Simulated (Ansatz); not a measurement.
Cd12H30S12⁻, a nanocrystal cut from wurtzite CdS (hydrogen-capped). The state is a doublet with charge -1. Geometry r2SCAN-D4/def2-SVP, that of the neutral singlet; atoms count from 1.

Cartesian coordinates in Å:
```
Cd -1.9469 1.7241 4.8501
S -0.3789 3.9251 3.3565
Cd -2.2863 -1.2341 3.6070
S -3.9010 -2.1025 1.1650
S -1.0626 0.4010 2.2912
Cd -2.4572 0.9486 0.1986
Cd 1.0261 4.2657 0.8881
S -0.8269 3.1375 -0.5731
Cd -3.2506 -2.4501 -1.8037
S -1.7554 -0.5355 -1.7798
Cd -3.4784 -0.3578 -4.2456
Cd 0.3838 3.4109 -2.8748
S -1.7050 2.1656 -4.3816
S -0.2033 -3.4068 3.0636
Cd 1.3828 -0.3883 2.2153
S 2.3588 2.0241 1.0893
Cd 1.5280 -4.1334 0.6537
S -0.9499 -4.3419 -1.1280
S 1.8235 -1.7866 0.0999
Cd 0.6444 -1.3888 -2.1491
Cd 3.6954 2.2561 -1.1472
S 1.7388 1.2008 -2.5242
Cd 4.5132 -3.1390 -0.0400
S 5.1033 -0.2138 -0.8258
H -3.4503 2.2553 4.2862
H -0.6161 1.2376 5.7742
H -1.1016 5.0699 3.3225
H 0.5481 4.4716 4.1787
H -3.1569 -1.9990 4.8130
H -4.3339 -0.8241 0.9522
H -5.1308 -2.5700 1.4865
H -4.1158 1.3706 0.3920
H 1.5887 5.8579 0.8726
H -1.6853 4.1805 -0.6624
H -4.4297 -3.5626 -2.2152
H -4.7672 0.4524 -3.5074
H -2.4698 -1.2668 -5.2539
H 0.8096 4.8141 -3.7120
H -2.4899 3.2550 -4.5577
H -1.1553 2.2961 -5.6125
H -0.1437 -4.3223 4.0597
H 0.7904 -2.6276 3.5858
H 2.1809 -0.8257 3.6776
H 3.3223 2.4348 1.9468
H 1.7862 -5.7582 0.9543
H -1.1394 -5.5936 -1.6091
H -0.2391 -3.9238 -2.2177
H 0.9543 -2.4533 -3.4674
H 4.8405 3.4095 -1.6048
H 2.3460 1.1370 -3.7323
H 4.9330 -2.9083 1.5820
H 4.3688 -3.6612 -1.6427
H 6.1533 0.2576 -0.1120
H 5.8072 -0.1841 -1.9824
```

In the def2 sets Cd takes a core potential; there is no spin–orbit coupling. Single mean-field runs in def2-TZVP are fitted with def2-universal-jkfit. The highest occupied level of the charge -1 doublet lies above zero (up to 0.19 eV). By energy differences its removal costs 0.75 eV (vertical, to the charge 0 singlet, at PBE0-D4/def2-TZVP); self-interaction error and the lack of diffuse functions both raise the level.

Estimate the Mulliken populations of the heavy atoms from the PBE0/def2-TZVP orbitals of Ansatz.


```csv
atom,charge (e),spin (α − β),d electrons
Cd1,0.24,0.02,9.95
S2,-0.28,0.00,–
Cd3,0.46,0.05,9.97
S4,-0.36,0.01,–
S5,-0.80,-0.01,–
Cd6,0.52,0.06,9.99
Cd7,0.43,0.12,9.98
S8,-0.58,-0.02,–
Cd9,0.46,0.05,9.97
S10,-0.80,-0.01,–
Cd11,0.24,0.02,9.95
Cd12,0.43,0.12,9.98
S13,-0.28,0.00,–
S14,-0.36,0.01,–
Cd15,0.52,0.06,9.99
S16,-0.58,-0.02,–
Cd17,0.46,0.05,9.97
S18,-0.36,0.01,–
S19,-0.80,-0.01,–
Cd20,0.52,0.06,9.99
Cd21,0.43,0.12,9.98
S22,-0.58,-0.02,–
Cd23,0.24,0.02,9.95
S24,-0.28,0.00,–
```
Mulliken values and Mayer orders depend strongly on the basis.

Where does the spin sit?

Summed by element: Cd 0.73, S -0.05, H 0.32, of 1 unpaired in all. Largest on single atoms: Cd12 0.12, Cd21 0.12, Cd7 0.12.

And the Mayer bond orders between bonded heavy atoms (over 0.3)?

Cd3–S5 0.72 (2.43 Å); S5–Cd6 0.44 (2.57 Å); S5–Cd15 0.45 (2.57 Å); Cd6–S10 0.45 (2.57 Å); Cd7–S8 0.41 (2.62 Å); Cd7–S16 0.41 (2.62 Å); S8–Cd12 0.41 (2.62 Å); Cd9–S10 0.72 (2.43 Å); S10–Cd20 0.44 (2.57 Å); Cd12–S22 0.41 (2.62 Å); Cd15–S19 0.44 (2.57 Å); S16–Cd21 0.41 (2.62 Å); Cd17–S19 0.72 (2.43 Å); S19–Cd20 0.45 (2.57 Å); Cd21–S22 0.41 (2.62 Å).
